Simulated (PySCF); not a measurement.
B(CCH)(Cl)(F) (C2HBClF), SMILES C(B(F)Cl)#C. Atoms are numbered in the order given.

```xyz
6

B      0.3941     0.0510     0.0000
C     -0.1172    -1.3826     0.0000
C     -0.5441    -2.5344     0.0000
H     -0.9196    -3.5499     0.0000
Cl    -0.7272     1.4095     0.0000
F      1.6977     0.3151     0.0000
```
Charge 0, spin multiplicity 1.

Geometry optimised at PBE-D3(BJ)/def2-SVP.

Calculation: TDDFT-B3LYP/def2-SVPD run with PySCF.

Vertical excitations. Gas-phase values at a fixed geometry. State labels are in the subgroup Cs.

| state | symmetry | energy (eV) | λ (nm) | f | main pairs |
|---|---|---|---|---|---|
| S1 | A" | 4.68 | 265 | 0.000 | HOMO→LUMO 98 % |
| S2 | A' | 5.57 | 222 | 0.079 | HOMO−1→LUMO 77 %, HOMO→LUMO+1 22 % |
| S3 | A" | 5.95 | 208 | 0.000 | HOMO−2→LUMO 98 % |
| S4 | A" | 6.60 | 188 | 0.000 | HOMO−1→LUMO+1 97 % |
| S5 | A' | 6.88 | 180 | 0.074 | HOMO−3→LUMO 92 % |
| S6 | A" | 7.41 | 167 | 0.000 | HOMO−4→LUMO 99 % |
| S7 | A' | 7.77 | 160 | 0.026 | HOMO→LUMO+2 87 % |
| S8 | A' | 7.98 | 155 | 0.438 | HOMO→LUMO+1 39 %, HOMO−2→LUMO+1 36 %, HOMO→LUMO+2 10 %, HOMO−1→LUMO 9 % |
| S9 | A" | 8.05 | 154 | 0.016 | HOMO−1→LUMO+2 98 % |
| S10 | A' | 8.35 | 148 | 0.216 | HOMO−2→LUMO+1 52 %, HOMO−1→LUMO+6 19 %, HOMO→LUMO+1 12 % |
| T1 | A' | 4.20 | 295 | 0 | HOMO−1→LUMO 91 % |
| T2 | A" | 4.34 | 286 | 0 | HOMO→LUMO 93 % |
| T3 | A' | 5.28 | 235 | 0 | HOMO→LUMO+1 87 % |
| T4 | A" | 5.78 | 215 | 0 | HOMO−2→LUMO 92 % |
Triplets are in the Tamm–Dancoff approximation, which puts them higher than full response would, so one can lie above its singlet here.
